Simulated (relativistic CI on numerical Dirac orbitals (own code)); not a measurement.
Electric-dipole transitions in Sr XIX

Method of calculation: Dirac-Coulomb-Breit CI, separate exchange-only KLI orbitals for each configuration, QED by a radiative potential, unscaled Slater integrals (own radial code, finite nucleus).

Configurations in the expansion (outside the closed core [Ne]): 3s²3p⁶3d², 3s²3p⁵3d³, 3s3p⁶3d³, 3s²3p⁶3d4s, 3s²3p⁶3d4p, 3s²3p⁶3d4d, 3s²3p⁶3d4f, 3s²3p⁵3d²4s, 3s²3p⁶4s², 3s²3p⁵3d²4p, 3s²3p⁶4s4p, 3s²3p⁶3d5s, 3s²3p⁶4p², 3s²3p⁵3d²4d, 3s²3p⁶4s4d, 3s²3p⁶3d5p, 3s3p⁶3d²4s, 3s²3p⁶3d5d, 3s²3p⁶4p4d, 3s3p⁶3d²4p, 3s²3p⁶3d5f, 3s²3p⁶3d5g, 3s²3p⁶3d6s, 3s²3p⁶3d6p, 3s²3p⁶3d6f, 3p⁶3d⁴, 3p⁵3d⁵, 3p⁶3d³4s, 3p⁵3d⁴4s. Double excitations out of closed p, d and f shells are left out; levels of such configurations are missing from the list, as are those of other unlisted configurations, and high levels can miss mixing partners. These lack a partner that the ground configuration has and come out too high: 3s²3p⁵3d²4p, 3s²3p⁵3d²4d.

```csv
λ vac (Å),Lower,Upper,A (s⁻¹),log gf,S velocity/length
30.746,3s²3p⁶3d² ³F2 [1],3s²3p⁶3d4f ³G°3 [244],2.28e+12,0.36,0.87
30.831,3s²3p⁶3d² ³F3 [2],3s²3p⁶3d4f ³G°4 [247],5.22e+12,0.83,0.89
30.851,3s²3p⁶3d² ³F2 [1],3s²3p⁵3d²4s ¹F°3 [242],1.13e+12,0.05,0.90
30.869,3s²3p⁶3d² ³F2 [1],3s²3p⁵3d²4s ³F°3 [241],1.43e+12,0.16,0.90
30.919,3s²3p⁶3d² ³F4 [3],3s²3p⁶3d4f ³G°5 [249],6.69e+12,1.02,0.89
31.068,3s²3p⁶3d² ¹G4 [8],3s²3p⁶3d4f ¹H°5 [268],6.43e+12,1.01,0.89
31.156,3s²3p⁶3d² ¹D2 [4],3s²3p⁶3d4f ³D°3 [248],2.71e+12,0.44,0.88
31.268,3s²3p⁶3d² ³P2 [7],3s²3p⁶3d4f ¹F°3 [256],3.53e+12,0.56,0.88
31.283,3s²3p⁶3d² ³P1 [6],3s²3p⁶3d4f ³D°2 [246],3.17e+12,0.37,0.88
78.364,3s²3p⁶3d² ³F2 [1],3s²3p⁵3d³ ³D°1 [112],6.93e+11,0.28,0.61
78.932,3s²3p⁶3d² ³F3 [2],3s²3p⁵3d³ ³D°2 [113],6.97e+11,0.51,0.61
79.755,3s²3p⁶3d² ³F4 [3],3s²3p⁵3d³ ³D°3 [114],7.30e+11,0.69,0.61
80.401,3s²3p⁶3d² ¹G4 [8],3s²3p⁵3d³ ¹F°3 [117],8.21e+11,0.75,0.61
81.642,3s²3p⁶3d² ¹G4 [8],3s²3p⁵3d³ ¹G°4 [116],8.45e+11,0.88,0.60
82.727,3s²3p⁶3d² ³F3 [2],3s²3p⁵3d³ ³F°3 [108],3.64e+11,0.42,0.61
83.118,3s²3p⁶3d² ³F4 [3],3s²3p⁵3d³ ³F°4 [110],6.21e+11,0.76,0.61
85.331,3s²3p⁶3d² ³F2 [1],3s²3p⁵3d³ ¹D°2 [99],2.65e+11,0.16,0.60
86.941,3s²3p⁶3d² ³P2 [7],3s²3p⁵3d³ ¹F°3 [109],2.52e+11,0.30,0.61
89.467,3s²3p⁶3d² ¹D2 [4],3s²3p⁵3d³ ³D°3 [98],1.79e+11,0.18,0.60
92.094,3s²3p⁶3d² ³F4 [3],3s²3p⁵3d³ ³G°5 [92],1.53e+11,0.33,0.60
```

Terms are leading LS components. Brackets give the number of a level in order of energy, since labels repeat. The list gives strong lines, with weight on those to low levels, among the lowest 400 of 1847 levels, so that lines to higher ones, which can be the strongest, are missing. Levels whose partners in the same complex of configurations lie outside the list can be far off, and so can their lines. Rates are taken at the computed energies, electric ones in the length gauge. A velocity-to-length ratio far from 1 marks an uncertain rate.

At this charge energies of transitions that change n are usually good to better than 1 %, and those within a shell (Δn = 0) to a few per cent. Terms inside the open d or f shell come out 10 to 20 % too wide with unscaled integrals.

LS names give the leading component of a level, which can be under half, so a name can repeat, a term be missing and a line seem to break the LS rules.
